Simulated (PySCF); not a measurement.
These compounds are isomers of formula C5H8F2O2.

A. `InChI=1S/C5H8F2O2/c1-2-8-4-9-5(7)3-6/h3H,2,4H2,1H3/b5-3+`
B. `CCO/C=C/OC(F)F`
C. SMILES C[C@]1(OC(F)F)CCO1

Spectrum 1. ¹H NMR (400 MHz, computed): δ 6.82 (d, 1H), 6.30 (m, 1H), 6.18 (m, 1H), 3.55 (q, 2H), 1.44 (t, 3H). ¹³C{¹H} NMR (computed): δ 143.6 (CH), 129.8 (CH), 122.9 (CH), 65.8 (CH2), 17.2 (CH3).

Spectrum 2. ¹H NMR (400 MHz, computed): δ 6.64 (m, 1H), 5.56 (s, 2H), 3.82 (q, 2H), 1.36 (t, 3H). ¹³C{¹H} NMR (computed): δ 165.5 (C), 127.6 (CH), 97.0 (CH2), 70.3 (CH2), 17.3 (CH3).

Spectrum 3. ¹H NMR (400 MHz, computed): δ 6.70 (m, 1H), 4.76 (m, 1H), 4.62 (m, 1H), 2.83 (m, 1H), 2.56 (m, 1H), 1.65 (s, 3H). ¹³C{¹H} NMR (computed): δ 121.2 (CH), 112.0 (C), 66.2 (CH2), 36.3 (CH2), 29.7 (CH3).

Method: geometry from GFN2-xTB, PBE0/pcSseg-1 with gauge-including orbitals, in PySCF 2.14.0 with density-fitted response routines (no solvent model, no relativistic terms, rapidly exchanging positions averaged, a single conformation).

δ = σ(ref) − σ, references computed at the same level: ¹H (31.72 ppm), ¹³C (186.93 ppm) against TMS. Splittings of carbon signals by F and P are missing where no couplings were computed. Where no couplings were computed, multiplicities follow the n + 1 count of equivalent neighbours, and m marks all less simple cases (inequivalent or close neighbours, rings, F or P nearby). Shifts are as computed. Against solution values, carbons near 30 ppm lie about +3 ppm off and those near 130 ppm about +5 ppm. Of 1211 compounds with measured shifts, 218 miss one by over three times the rms of a fit or turn the order of signals round; such compounds aren't used in these exercises.

Match each spectrum to its structure.

Results:

1–B, 2–A, 3–C.

- Spectrum 1 (B): 5 ¹³C signals; δC 143.6 is an alkene carbon bearing oxygen; δC 129.8 is an alkene carbon bearing oxygen.
- Spectrum 2 (A): 5 ¹³C signals; δC 165.5 is an alkene carbon bearing oxygen; δC 97.0 is an sp3 carbon bearing two oxygens.
- Spectrum 3 (C): 5 ¹³C signals; δC 121.2 is an sp3 CH bonded to 2 F and O; δC 112.0 is an sp3 carbon bearing two oxygens.
